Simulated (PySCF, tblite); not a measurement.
Species: C2H8F3NSi2.
SMILES with atom numbers: `[NH2:1][SiH2:2][SiH2:3][CH2:4][C:5]([F:6])([F:7])[F:8]` (hydrogens: H9, H10 on N1; H11, H12 on Si2; H13, H14 on Si3; H15, H16 on C4)

Cartesian coordinates in Å at the GFN2-xTB level; atoms count from 1:
```
atom  x, y, z in Å
N1     2.485   -0.865   -0.102
Si2    1.674    0.251    0.937
Si3    0.007    1.200   -0.358
C4    -1.295   -0.094   -0.935
C5    -2.160   -0.520    0.202
F6    -3.091   -1.434   -0.146
F7    -1.465   -1.079    1.212
F8    -2.843    0.502    0.751
H9     2.796   -0.562   -1.012
H10    3.167   -1.493    0.292
H11    1.252   -0.572    2.069
H12    2.541    1.323    1.470
H13   -0.764    2.263    0.294
H14    0.452    1.764   -1.646
H15   -0.814   -0.985   -1.335
H16   -1.951    0.311   -1.704
```

Jobs on this species (16 atoms, 82 electrons) with PySCF (density fitting) and tblite. Hardware of each: an Arm Neoverse N1 with one thread, no GPU, shared host. Times come from a shared host and carry two figures at best.

```json
{"level and settings": "B3LYP/def2-SVPD", "work": "8 singlets by full TDDFT, 3 Tamm–Dancoff triplets, polarisability, density and orbital grids written", "basis functions": "241", "SCF cycles": "?", "wall time": "?"}
{"level and settings": "GFN2-xTB", "work": "L-BFGS relaxation", "basis functions": "–", "SCF cycles": "–", "wall time": "?"}
{"level and settings": "PBE0/pcSseg-1", "work": "shieldings, charges and field gradients", "basis functions": "190", "SCF cycles": "12", "wall time": "55 s"}
{"level and settings": "GFN2-xTB", "work": "Hessian by finite differences", "basis functions": "–", "SCF cycles": "–", "wall time": "1.1 s"}
```

Fill in the missing figures.

- B3LYP/def2-SVPD; 8 singlets by full TDDFT, 3 Tamm–Dancoff triplets, polarisability, density and orbital grids written: 1.9 min, 13 SCF cycles
- GFN2-xTB; L-BFGS relaxation: 1.8 s

What do all jobs in the table cost together?

About 2.9 min; the longest takes about 66 % of that, and about 100 times as long as the shortest.
